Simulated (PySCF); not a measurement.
C2H3O, charge +1, singlet, geometry from GFN2-xTB; PySCF with B3LYP/6-31G.

Here is a job for PySCF.
```python
from pyscf import gto, scf, dft

mol = gto.M(
    atom='''
C    -0.011662   -0.089453   -1.265135
C    -0.007575   -0.000083   -0.007408
H     0.048658    0.768160   -1.928123
H    -0.057038   -1.033270   -1.799776
O     0.100241    0.079345    1.196210
H    -0.678127    0.167568    1.793477
''',
    basis='6-31g',
    charge=1,
    spin=0,
    verbose=5,
)

mf = dft.RKS(mol)
mf.xc = 'b3lyp'
mf.kernel()
```

**Question.** Predict the main parts of the log of this PySCF run.

**Answer.** 
```
PySCF version 2.14.0

[INPUT] verbose = 5
[INPUT] max_memory = 4000
[INPUT] num. atoms = 6
[INPUT] num. electrons = 22
[INPUT] charge = 1
[INPUT] spin (= nelec alpha-beta = 2S) = 0
[INPUT] symmetry False subgroup None
[INPUT] Mole.unit = angstrom
[INPUT] Symbol           X                Y                Z      unit          X                Y                Z       unit  Magmom
[...]
[INPUT] ---------------- BASIS SET ----------------
[INPUT] l, kappa, [nprim/nctr], expnt,             c_1 c_2 ...
[INPUT] O
[...]
                                825.23495         0.0139501
                                188.04696         0.0684451
                                52.9645           0.2327143
                                16.89757          0.470193
                                5.7996353         0.3585209
[...]
                                3.5999336         -0.1480263
                                1.0137618         1.130767
[...]
                                3.5999336         0.3397528
                                1.0137618         0.7271586
[...]
[INPUT] H
[...]
                                2.8253937         0.23472695
                                0.6401217         0.81375733
[...]
[INPUT] C
[...]
                                457.36951         0.0140373
                                103.94869         0.0688426
                                29.210155         0.2321844
                                9.286663          0.4679413
                                3.163927          0.362312
[...]
                                1.8812885         -0.1608542
                                0.5442493         1.1434564
[...]
                                1.8812885         0.316424
                                0.5442493         0.7443083
[...]
nuclear repulsion = 65.4537969058951
number of shells = 21
number of NR pGTOs = 78
number of NR cGTOs = 33
basis = 6-31g
ecp = {}

******** <class 'pyscf.dft.rks.RKS'> ********
method = RKS
initial guess = minao
damping factor = 0
level_shift factor = 0
DIIS = <class 'pyscf.scf.diis.CDIIS'>
diis_start_cycle = 1
diis_space = 8
diis_damp = 0
SCF conv_tol = 1e-09
SCF conv_tol_grad = None
SCF max_cycles = 50
direct_scf = True
direct_scf_tol = 1e-13
XC library pyscf.dft.libxc version 7.1.2
    S. Lehtola, C. Steigemann, M. J. T. Oliveira, and M. A. L. Marques,  SoftwareX 7, 1–5 (2018)
XC functionals = b3lyp
    P. J. Stephens, F. J. Devlin, C. F. Chabalowski, and M. J. Frisch,  J. Phys. Chem. 98, 11623 (1994)
radial grids:
    Treutler-Ahlrichs [JCP 102, 346 (1995); DOI:10.1063/1.469408] (M4) radial grids

becke partition: Becke, JCP 88, 2547 (1988); DOI:10.1063/1.454033
pruning grids: <function nwchem_prune>
grids dens level: 3
symmetrized grids: False
atomic radii adjust function: <function treutler_atomic_radii_adjust>
small_rho_cutoff = 0
Set gradient conv threshold to 3.16228e-05
Initial guess from minao.
atom C rad-grids = 75, ang-grids = [ 50  50  50  50  50  50  50  50  50  50  50  50  50  50  50  50  50  50
  50  50  50  50  86  86  86  86  86  86  86  86  86  86 266 266 266 266
 266 266 302 302 302 302 302 302 302 302 302 302 302 302 302 302 302 302
 302 302 302 302 266 266 266 266 266 266 266 266 266 266 266 266 266 266
 266 266 266]
atom H rad-grids = 50, ang-grids = [ 50  50  50  50  50  50  50  50  50  50  50  50  50  50  50  86  86  86
  86 266 266 266 266 266 302 302 302 302 302 302 302 302 302 302 302 302
 302 266 266 266 266 266 266 266 266 266 266 266 266 266]
atom O rad-grids = 75, ang-grids = [ 50  50  50  50  50  50  50  50  50  50  50  50  50  50  50  50  50  50
  50  50  50  50  50  86  86  86  86  86  86  86  86  86 266 266 266 266
 266 266 266 302 302 302 302 302 302 302 302 302 302 302 302 302 302 302
 302 302 302 302 302 266 266 266 266 266 266 266 266 266 266 266 266 266
 266 266 266]
tot_boxes 1800, boxes in each direction [ 8 10 13]
Padding 2 grids
tot grids = 71744
nelec by numeric integration = 22.982140878726604
[...]
  mo_energy =
[-1.95484580e+01 -1.06057138e+01 -1.04719440e+01 -1.46800776e+00
 -1.07461271e+00 -9.76698019e-01 -7.86504148e-01 -7.69512985e-01
 -7.59672339e-01 -6.80046053e-01 -5.51829556e-01 -3.30831002e-01
 -2.41319842e-01 -2.00940239e-01 -9.44345224e-02 -2.36339215e-02
 -1.49226101e-02  8.96484495e-02  2.68148879e-01  2.75597435e-01
  3.04647354e-01  3.84139107e-01  4.42240299e-01  5.12312856e-01
  5.36239534e-01  6.12626553e-01  6.50978569e-01  7.16554832e-01
  7.35633221e-01  8.14793780e-01  9.35017919e-01  9.58487442e-01
  1.72354867e+00]
nelec by numeric integration = 21.99999881775513
E1 = -329.37415559652226  E2 = 111.11746807850115  Ecoul = 131.31593213012806  Exc = -20.198464051626914
cycle= 6 E= -152.802890612126  delta_E= -1.74e-05  |g|= 0.00132  |ddm|= 0.00764
[...]
  mo_energy =
[-1.95486092e+01 -1.06058694e+01 -1.04725974e+01 -1.46809424e+00
 -1.07482137e+00 -9.76824198e-01 -7.86646621e-01 -7.69598783e-01
 -7.59747331e-01 -6.80174974e-01 -5.51983934e-01 -3.30866697e-01
 -2.41444137e-01 -2.01073214e-01 -9.44839754e-02 -2.37127507e-02
 -1.50007160e-02  8.96076592e-02  2.68047846e-01  2.75556985e-01
  3.04581643e-01  3.84008683e-01  4.42203517e-01  5.12218377e-01
  5.36122393e-01  6.12473424e-01  6.50875520e-01  7.16457360e-01
  7.35526968e-01  8.14752923e-01  9.34952500e-01  9.58389524e-01
  1.72349420e+00]
nelec by numeric integration = 21.99999881903909
E1 = -329.37661950551166  E2 = 111.1199315491958  Ecoul = 131.31870459794246  Exc = -20.198773048746663
cycle= 7 E= -152.802891050421  delta_E= -4.38e-07  |g|= 0.000243  |ddm|= 0.00105
[...]
  mo_energy =
[-1.95485778e+01 -1.06058380e+01 -1.04726333e+01 -1.46805544e+00
 -1.07482722e+00 -9.76781284e-01 -7.86677514e-01 -7.69582229e-01
 -7.59721906e-01 -6.80200374e-01 -5.51984662e-01 -3.30855357e-01
 -2.41442710e-01 -2.01040480e-01 -9.45042077e-02 -2.37180970e-02
 -1.50347356e-02  8.95854012e-02  2.68046444e-01  2.75565171e-01
  3.04599369e-01  3.83992861e-01  4.42171107e-01  5.12211252e-01
  5.36179095e-01  6.12494805e-01  6.50840337e-01  7.16419796e-01
  7.35549122e-01  8.14757174e-01  9.34986022e-01  9.58377669e-01
  1.72352351e+00]
nelec by numeric integration = 21.99999881917411
E1 = -329.3762056116114  E2 = 111.1195176353675  Ecoul = 131.31827166666847  Exc = -20.198754031300965
cycle= 8 E= -152.802891070349  delta_E= -1.99e-08  |g|= 2.55e-05  |ddm|= 0.000299
[...]
  mo_energy =
[-1.95485832e+01 -1.06058353e+01 -1.04726395e+01 -1.46805991e+00
 -1.07482926e+00 -9.76786170e-01 -7.86675639e-01 -7.69584550e-01
 -7.59725964e-01 -6.80200285e-01 -5.51986353e-01 -3.30855791e-01
 -2.41444614e-01 -2.01043551e-01 -9.45030626e-02 -2.37194718e-02
 -1.50327313e-02  8.95873137e-02  2.68045321e-01  2.75564527e-01
  3.04597526e-01  3.83992398e-01  4.42174133e-01  5.12209425e-01
  5.36173966e-01  6.12491483e-01  6.50842903e-01  7.16422646e-01
  7.35546244e-01  8.14756030e-01  9.34981204e-01  9.58376898e-01
  1.72351901e+00]
nelec by numeric integration = 21.999998819200087
E1 = -329.3762888182756  E2 = 111.11960084184008  Ecoul = 131.31836328154816  Exc = -20.19876243970807
cycle= 9 E= -152.80289107054  delta_E= -1.92e-10  |g|= 3.13e-06  |ddm|= 3.76e-05
[...]
  mo_energy =
[-1.95485817e+01 -1.06058340e+01 -1.04726412e+01 -1.46805850e+00
 -1.07482928e+00 -9.76785208e-01 -7.86676480e-01 -7.69583870e-01
 -7.59725088e-01 -6.80200735e-01 -5.51986282e-01 -3.30855234e-01
 -2.41444596e-01 -2.01043085e-01 -9.45034724e-02 -2.37193387e-02
 -1.50334692e-02  8.95868444e-02  2.68045440e-01  2.75565091e-01
  3.04598143e-01  3.83992037e-01  4.42173475e-01  5.12209482e-01
  5.36174845e-01  6.12491850e-01  6.50842026e-01  7.16421593e-01
  7.35546783e-01  8.14756245e-01  9.34982089e-01  9.58376846e-01
  1.72352001e+00]
nelec by numeric integration = 21.999998819199394
E1 = -329.37626994162076  E2 = 111.11958196519367  Ecoul = 131.3183432809069  Exc = -20.19876131571323
Extra cycle  E= -152.802891070532  delta_E= 8.47e-12  |g|= 6.44e-06  |ddm|= 9.15e-06
converged SCF energy = -152.802891070532
```
